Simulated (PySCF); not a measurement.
Estimate the missing entries of this data sheet.

C6H7FO2.
Geometry (GFN2-xTB, Å), atoms numbered from 1 in this order:
```xyz
16
C6H7FO2 angstrom
C      2.4924   -0.1511   -1.1841
C      1.6313    0.5193   -0.4166
C      0.3724   -0.0520   -0.0259
C     -0.5879    0.4597    0.7810
O     -1.7642   -0.1632    1.0730
C     -2.0514   -1.4113    0.4927
C     -0.5809    1.7438    1.5010
O     -1.4358    2.1957    2.1822
F      0.5722    2.4614    1.3431
H      3.4334    0.2768   -1.4810
H      2.2861   -1.1493   -1.5355
H      1.8836    1.5120   -0.0844
H      0.1871   -1.0293   -0.4531
H     -3.0395   -1.6786    0.8626
H     -1.3299   -2.1749    0.8014
H     -2.0766   -1.3502   -0.6003
```

```csv
property,level,value
"rotational constants A, B, C of the GFN2-xTB geometry",GFN2-xTB,?
dipole moment,B3LYP/def2-SVPD,4.65 D
HOMO energy,B3LYP/def2-SVPD,?
LUMO energy,B3LYP/def2-SVPD,?
lowest singlet excitation,TDDFT B3LYP/def2-SVPD,"4.27 eV (290 nm, f = 0.433)"
lowest triplet excitation (Tamm–Dancoff),TDA B3LYP/def2-SVPD,?
static isotropic polarisability,B3LYP/def2-SVPD,93.2 au
electronic spatial extent ⟨r²⟩ about the centre of nuclear charge,B3LYP/def2-SVPD,?
13C chemical shifts (computed TMS as zero) by class,GIAO PBE0/pcSseg-1,?
1H chemical shifts (computed TMS as zero) by class,GIAO PBE0/pcSseg-1,"7.63 (H12), 6.03 (H13), 5.76 (H11), 5.67 (H10), 3.79 (H14/H15/H16) ppm"
"isotropic shieldings of nuclei other than C and H, by class",GIAO PBE0/pcSseg-1,"-121 (O8), 221 (O5), 144 (F9) ppm"
```

The electronic properties come from PySCF, for the isolated species, density fitting. NMR classes are plain means over equivalent atoms (diastereotopic ones count apart unless rotation or inversion swaps them), as if these changed places fast; in this geometry the members of some classes differ.

Question: What is the LUMO energy?

Answer: -2.43 eV.

Question: Give the electronic spatial extent ⟨r²⟩ about the centre of nuclear charge.

Answer: 1371 bohr².

Question: What is the lowest triplet excitation (Tamm–Dancoff)?

Answer: 2.46 eV.

Question: What are the 13C chemical shifts (computed TMS as zero) by class?

Answer: 160.9 (C7), 148.8 (C4), 140.4 (C2), 130.7 (C1), 125.5 (C3), 56.3 (C6) ppm.

Question: What is the HOMO energy?

Answer: -6.69 eV.

Question: What are the rotational constants A, B, C of the GFN2-xTB geometry?

Answer: 1.900, 1.368, 0.799 GHz.

The dipole equals about 15.5 × 10⁻³⁰ C·m (1 D = 3.33564 × 10⁻³⁰ C·m). In wavenumbers S1 is 34400 cm⁻¹ (1 eV = 8065.54 cm⁻¹). With B = h/(8π²I), that is 505.379 GHz u Å² over I, the principal moments of inertia are 266.0, 369.5 and 632.1 u Å² (most abundant isotopes). The largest Löwdin shares of the HOMO are 0.20 on C1, 0.19 on O5, 0.17 on C3 and 0.16 on C4. The vertical singlet–triplet gap S1 − T1 is 1.81 eV (TDDFT singlet less Tamm–Dancoff triplet; S1: HOMO→LUMO, weight 0.96; T1: HOMO→LUMO, weight 0.96). The rotational constants make it an asymmetric top with κ = (2B − A − C)/(A − C) = 0.03, midway between the prolate (−1) and oblate (+1) limits.

For the TDDFT job (B3LYP/def2-SVPD), hardware: one thread of an Arm Neoverse V1, shared host. Cost: 63 s of wall time (grids of density and orbitals included), 0.98 GiB resident at most.

One conformer stands for the species.
